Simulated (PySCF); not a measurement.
Si(Me)2 (C₂H₆Si), SMILES C[Si]C (connectivity only; charge and spin as stated), neutral, multiplicity 1.

Geometry: B3LYP-D3(BJ)/def2-TZVP. The isomer is the one that the SMILES or the coordinates give; other isomers of the formula were not compared.

Computed with HF/def2-TZVPD run with PySCF.

Symmetry labels are those of the subgroup C2 that the program uses (full group C2).

Computed valence orbital energies around the gap with their symmetry:
| orbital | symmetry | energy (eV) |
|---|---|---|
| HOMO−7 | B | -25.07 |
| HOMO−6 | A | -16.46 |
| HOMO−5 | A | -15.52 |
| HOMO−4 | B | -15.28 |
| HOMO−3 | B | -14.72 |
| HOMO−2 | A | -14.61 |
| HOMO−1 | B | -11.62 |
| HOMO | A | -8.29 |
| LUMO | B | 1.06 |
| LUMO+1 | A | 2.04 |
| LUMO+2 | B | 2.24 |
| LUMO+3 | A | 2.48 |
